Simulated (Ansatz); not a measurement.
Species: InF$_{2}$ (charge 0, doublet). It need not be the lowest isomer of its formula. SMILES: [F][In][F]
Geometry: optimised at B3LYP-D3(BJ)/def2-TZVP (Ansatz, a quantum-chemistry and plane-wave program).

Wanted: vertical electron affinity (to the singlet state of charge -1; a negative value means that the extra electron is unbound and the number depends on the basis; each state is the SCF solution reached for its spin; for the singlet the Hartree-Fock reference is unstable and T1 is 0.017), in eV. Cores are frozen in the correlated levels unless marked. Open shells are spin-unrestricted. No spin-orbit coupling. Frozen are the shells of the preceding noble gas and the d and f shells that filled before the atom's block. In def2 rows, elements after Kr have scalar-relativistic effective core potentials. Anions need diffuse functions: def2-D sets add few. CBS(X,Y): correlation extrapolated as X^-3; Hartree-Fock from the larger set. The bracket is a focal-point correction in the basis named.

| level | program | vertical electron affinity (eV) |
|---|---|---|
| HF/def2-SVPD | Ansatz | 1.79 |
| HF/def2-TZVPPD | Ansatz | 1.75 |
| PBE/def2-TZVPD | Ansatz | 2.72 |
| r2SCAN/def2-TZVPD | Ansatz | 2.68 |
| B3LYP/def2-TZVPD | Ansatz | 2.91 |
| CAM-B3LYP/def2-TZVPD | Ansatz | 2.92 |
| wB97X/def2-TZVPD | Ansatz | 2.96 |
| MP2/def2-TZVPPD | Ansatz | 2.37 |
| SCS-MP2/def2-TZVPPD | Ansatz | 2.43 |
| CCSD/def2-SVPD | Ansatz | 2.50 |
| CCSD(T)/def2-SVPD | Ansatz | 2.52 |
| CCSD(T)/def2-TZVPPD | Ansatz | 2.54 |
| RI-MP2/CBS(def2-TZVPPD,def2-QZVPPD)+[CCSD(T)-MP2]/def2-SVPD | Ansatz | 2.63 |
| RI-MP2/CBS(def2-TZVPPD,def2-QZVPPD)+[CCSD(T)-MP2]/def2-TZVPPD | Ansatz | 2.61 |
